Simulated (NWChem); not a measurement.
System: CAlCl$_{2}$NO; SMILES [N]([Al]([Cl])[Cl])=C=O

NWChem printed, in part:

```
             Northwest Computational Chemistry Package (NWChem) 7.3.0
             --------------------------------------------------------

                             Geometry "geometry" -> ""
                             -------------------------

 Output coordinates in angstroms (scale by  1.889725989 to convert to a.u.)

  No.       Tag          Charge          X              Y              Z
 ---- ---------------- ---------- -------------- -------------- --------------
    1 Al                  13.0000     0.00000400     0.42746200     0.00314200
    2 Cl                  17.0000    -1.79772400     1.47065500     0.00199100
    3 Cl                  17.0000     1.80263400     1.46222100     0.00202400
    4 N                    7.0000    -0.00358000    -1.32693100     0.00605400
    5 C                    6.0000    -0.00427000    -2.52954600     0.00123000
    6 O                    8.0000    -0.00504300    -3.69447400    -0.00321400

 Effective nuclear repulsion energy (a.u.)     351.4317041533

  pbe96 is a nonlocal functional; adding pw91lda local functional.
                              NWChem Property Module
                              ----------------------

  itol2e modified to match energy
  convergence criterion.

                                 NWChem DFT Module
                                 -----------------

 Summary of "ao basis" -> "ao basis" (spherical)
 ------------------------------------------------------------------------------
       Tag                 Description            Shells   Functions and Types
 ---------------- ------------------------------  ------  ---------------------
 Al                         def2-svp                 8       18   4s3p1d
 Cl                         def2-svp                 8       18   4s3p1d
 N                          def2-svp                 6       14   3s2p1d
 C                          def2-svp                 6       14   3s2p1d
 O                          def2-svp                 6       14   3s2p1d

  itol2e modified to match energy
  convergence criterion.

[...]

          -----------------------
          Electric field gradient
          -----------------------

 1 a.u. = 0.324123 10**(16) esu/cm**3  ( or statvolts/cm**2 ) = 0.97174 10**(22) v/m**2

 ------------------------------------------------------------
   Atom      X         Y         Z
 ------------------------------------------------------------
    1 Al   0.00001   0.80779   0.00594
 ------------------------------------------------------------

 Electric field gradient in molecular frame (a.u.)
         XX             YY             ZZ             XY             XZ             YZ
 ------------------------------------------------------------------------------------------
        0.250934       0.412816      -0.663749       0.000130       0.000006      -0.001134

 Principal components (a.u.) and orientation
 of principal axis w.r.t. absolute frame                      Asymmetry parameter eta
 --------------------------------------------------------------------------------------
       -0.663751       0.412817       0.250933                       0.243892

       -0.000007       0.000806       1.000000
        0.001054       0.999999      -0.000806
        0.999999      -0.001054       0.000008

 ------------------------------------------------------------
   Atom      X         Y         Z
 ------------------------------------------------------------
    2 Cl  -3.39721   2.77913   0.00376
 ------------------------------------------------------------

 Electric field gradient in molecular frame (a.u.)
         XX             YY             ZZ             XY             XZ             YZ
 ------------------------------------------------------------------------------------------
       -0.840820       0.347325       0.493494       0.988160      -0.001051      -0.000147

 Principal components (a.u.) and orientation
 of principal axis w.r.t. absolute frame                      Asymmetry parameter eta
 --------------------------------------------------------------------------------------
       -1.399736       0.906242       0.493494                       0.294876

        0.870415       0.492318       0.000383
       -0.492318       0.870414       0.001581
        0.000445      -0.001565       0.999999

 ------------------------------------------------------------
   Atom      X         Y         Z
 ------------------------------------------------------------
    3 Cl   3.40648   2.76320   0.00382
 ------------------------------------------------------------

 Electric field gradient in molecular frame (a.u.)
         XX             YY             ZZ             XY             XZ             YZ
 ------------------------------------------------------------------------------------------
       -0.850363       0.357076       0.493288      -0.982195       0.001026      -0.000172

 Principal components (a.u.) and orientation
 of principal axis w.r.t. absolute frame                      Asymmetry parameter eta
 --------------------------------------------------------------------------------------
       -1.399546       0.906259       0.493287                       0.295076

        0.872826      -0.488031      -0.000395
        0.488031       0.872825       0.001584
       -0.000429      -0.001576       0.999999

 ------------------------------------------------------------
   Atom      X         Y         Z
 ------------------------------------------------------------
    4 N   -0.00677  -2.50754   0.01144
 ------------------------------------------------------------

[...]
```

Level: PBE/def2-SVP. Coordinates come from a PBE0/def2-SVP optimisation. NWChem prints the field gradient with the sign opposite to the second derivative of the potential.

Which NWChem input produces such a log?

Several could match; the one computed here: the input that was run:
```
start job
memory heap 200 mb stack 900 mb global 1100 mb
geometry units angstroms noautosym nocenter noautoz
  Al     0.000004     0.427462     0.003142
  Cl    -1.797724     1.470655     0.001991
  Cl     1.802634     1.462221     0.002024
  N     -0.003580    -1.326931     0.006054
  C     -0.004270    -2.529546     0.001230
  O     -0.005043    -3.694474    -0.003214
end
basis spherical
  * library def2-svp
end
dft
  xc xpbe96 cpbe96
  iterations 150
end
property
  efieldgrad
end
task dft property
```
